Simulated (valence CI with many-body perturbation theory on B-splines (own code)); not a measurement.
## Which ion has this spectrum?

A relativistic CI+MBPT calculation for an atom or ion with 5 electrons gives these levels (cm⁻¹):

```tsv
J	Parity	E	g
1/2	odd	0	0.66
3/2	odd	36621	1.33
1/2	even	267711	2.66
3/2	even	282226	1.73
5/2	even	300516	1.59
3/2	even	479519	0.80
5/2	even	482109	1.20
1/2	even	592472	1.56
1/2	even	634182	1.11
3/2	even	646046	1.33
3/2	odd	834743	1.99
3/2	odd	940126	0.83
5/2	odd	944958	1.20
1/2	odd	1052986	0.66
```

The energies are calculated, with errors of perhaps 500 cm⁻¹, more in some levels.

**Question.** Which is it?
A. Sc16+
B. Ti17+
C. V18+
D. Ca15+

**Answer.** D. Ca15+, ground level 2s2 2p 2P°_1/2.
